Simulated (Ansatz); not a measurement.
All values below come from PBE0-D4/def2-TZVP (Ansatz, a quantum-chemistry and plane-wave program). No frequencies were computed at this level.

Ansatz 0.2 input:
```yaml
crystal:
  periodic: [false, false, false]
  atoms:
    - { symbol: C, position_ang: [-0.095782, 0.000954, 0.085112] }
    - { symbol: F, position_ang: [1.231259, -0.016146, -0.028982] }
    - { symbol: H, position_ang: [-0.555134, 0.96216, -0.024629] }
    - { symbol: H, position_ang: [-0.580343, -0.946968, -0.031501] }
basis:
  gaussian: { orbitals: def2-tzvp }
hamiltonian:
  xc: pbe0
  dispersion: d4
relax:
  max_steps: 150
magnetization:
  spin_polarized: true
  initial_magnetization: 1
```

Output:

```
Functional definition: PBE0
424 factors; their error is unknown
mean field evaluation 1: about -3780.7451 eV, gradient 1.7e1 eV
mean field evaluation 2: about -3781.2173 eV, gradient 1.4e1 eV
mean field evaluation 4: about -3782.0124 eV, gradient 3.3e-1 eV
mean field evaluation 8: about -3782.0143 eV, gradient 1.1e-2 eV
mean field evaluation 16: about -3782.0225 eV, gradient 5.4e-5 eV
mean field -3782.02249620 eV, -138.9867631884 hartree, gradient 5.4e-5 eV, S^2 0.754535; 0 other end points of the search recorded, 0 dependent functions left out
reference -3782.02251522 eV, -138.9867638875 hartree; 9, 8 occupied and 65, 66 virtual orbitals, 424 factors
relax step   1: F+E_penalty+E_count = -3782.03946043 eV  Δ(F+E_penalty+E_count) = +0.000e0 eV  max|allowed force component| = 3.865e-1 eV/Å  Δτ_max = 0.0000 Å  (25 SCF iters, accepted)
these checks for a lower state are left out or cut short: starts, cluster_reference, orbital_swaps, neighbouring_geometries, increment
424 factors; their error is unknown
mean field -3782.02706617 eV, -138.9869311318 hartree, gradient 1.8e-5 eV, S^2 0.754417; 0 other end points of the search recorded, 0 dependent functions left out
reference -3782.02708527 eV, -138.9869318335 hartree; 9, 8 occupied and 65, 66 virtual orbitals, 424 factors
relax step   2: F+E_penalty+E_count = -3782.04403647 eV  Δ(F+E_penalty+E_count) = -4.576e-3 eV  max|allowed force component| = 1.533e-1 eV/Å  Δτ_max = 0.0209 Å  (29 SCF iters, accepted)
these checks for a lower state are left out or cut short: starts, cluster_reference, orbital_swaps, neighbouring_geometries, increment
424 factors; their error is unknown
mean field -3782.02760641 eV, -138.9869509853 hartree, gradient 1.7e-5 eV, S^2 0.754333; 0 other end points of the search recorded, 0 dependent functions left out
reference -3782.02762554 eV, -138.9869516883 hartree; 9, 8 occupied and 65, 66 virtual orbitals, 424 factors
relax step   3: F+E_penalty+E_count = -3782.04458126 eV  Δ(F+E_penalty+E_count) = -5.448e-4 eV  max|allowed force component| = 2.955e-2 eV/Å  Δτ_max = 0.0119 Å  (30 SCF iters, accepted)
these checks for a lower state are left out or cut short: starts, cluster_reference, orbital_swaps, neighbouring_geometries, increment
424 factors; their error is unknown
mean field evaluation 32: about -3782.0189 eV, gradient 3.7e-4 eV
mean field -3782.02764752 eV, -138.9869524958 hartree, gradient 1.7e-5 eV, S^2 0.754366; 0 other end points of the search recorded, 0 dependent functions left out
reference -3782.02766664 eV, -138.9869531987 hartree; 9, 8 occupied and 65, 66 virtual orbitals, 424 factors
relax step   4: F+E_penalty+E_count = -3782.04462268 eV  Δ(F+E_penalty+E_count) = -4.143e-5 eV  max|allowed force component| = 1.507e-2 eV/Å  Δτ_max = 0.0036 Å  (31 SCF iters, accepted)
these checks for a lower state are left out or cut short: starts, cluster_reference, orbital_swaps, neighbouring_geometries, increment
424 factors; their error is unknown
mean field -3782.02765412 eV, -138.9869527385 hartree, gradient 8.6e-6 eV, S^2 0.754360; 0 other end points of the search recorded, 0 dependent functions left out
reference -3782.02767325 eV, -138.9869534415 hartree; 9, 8 occupied and 65, 66 virtual orbitals, 424 factors
relax step   5: F+E_penalty+E_count = -3782.04462948 eV  Δ(F+E_penalty+E_count) = -6.792e-6 eV  max|allowed force component| = 3.228e-3 eV/Å  Δτ_max = 0.0005 Å  (21 SCF iters, accepted)
424 factors; their error is unknown
mean field -3782.02765412 eV, -138.9869527385 hartree, gradient 9.1e-6 eV, S^2 0.754360; 1 other end points of the search recorded, 0 dependent functions left out
reference -3782.02767325 eV, -138.9869534415 hartree; 9, 8 occupied and 65, 66 virtual orbitals, 424 factors
Total energy: -3782.04464860 eV, -138.9875772742 hartree
Atom 0 at    -0.091114     0.000791     0.114508 Å, force     0.003228    -0.000045     0.000224 eV/Å
Atom 1 at     1.230978    -0.016120    -0.036343 Å, force    -0.001680     0.000022     0.000213 eV/Å
Atom 2 at    -0.557287     0.965504    -0.035634 Å, force    -0.000789    -0.001101    -0.000223 eV/Å
Atom 3 at    -0.582577    -0.950175    -0.042531 Å, force    -0.000759     0.001124    -0.000214 eV/Å
Dipole moment:    -0.265410     0.003681    -0.049084 e Å
```

Cost: about 5 core-seconds (a rough figure).
